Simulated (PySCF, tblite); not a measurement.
Isomers of C6H13P. Computed with GFN2-xTB (tblite): harmonic, unscaled wavenumbers at the GFN2-xTB geometry, gas phase. The method is semi-empirical: single wavenumbers can be off by several per cent or more. Modes of hydrogen on phosphorus can be 10 to 20 % off. One conformer each.

Electronic energies: PBE0/pcSseg-1 single points on the GFN2-xTB geometries (PySCF, gas phase).

```
        SMILES  electronic energy, lowest = 0 (kcal/mol)
    C=C(C)PCCC                                       5.4
C=P(C)(C)C1CC1                                      36.6
     CCCP1CCC1                                       0.0
```

Task: How do GFN2-xTB zero-point energies change the relative energies?

Result: 
```csv
SMILES,ZPE (kcal/mol),of it from modes above 1550 cm⁻¹,electronic (kcal/mol),"with ZPE, lowest = 0 (kcal/mol)",lowest mode (cm⁻¹),rings
CCCP1CCC1,110.3,55.5,0.0,0.0,67,1
C=C(C)PCCC,107.4,57.2,5.4,2.6,40,0
C=P(C)(C)C1CC1,105.3,56.1,36.6,31.7,42,1
```

The zero-point energies span 5.0 kcal/mol, from `C=P(C)(C)C1CC1` to `CCCP1CCC1`. The order is unchanged.

Task: And how do the electronic energies of GFN2-xTB itself compare?

Result: `CCCP1CCC1` 0.0; `C=C(C)PCCC` 12.7; `C=P(C)(C)C1CC1` 42.4 kcal/mol, lowest = 0. Against the energies above, taken from the same isomer `CCCP1CCC1`, the largest difference is 7.3 kcal/mol.

Task: What do entropy and thermal enthalpy add at 298.15 K and 1 bar (rigid rotor, harmonic oscillator, one conformer each)?

Result: 
```
        SMILES  point group  symmetry number  S (cal/(mol K))  H − H(0) (kcal/mol)  ZPE + H − H(0) − TS (kcal/mol)
     CCCP1CCC1           C1                1             92.3                 6.15                            88.9
    C=C(C)PCCC           C1                1             99.3                 6.95                            84.8
C=P(C)(C)C1CC1           Cs                1             97.4                 7.03                            83.4
```
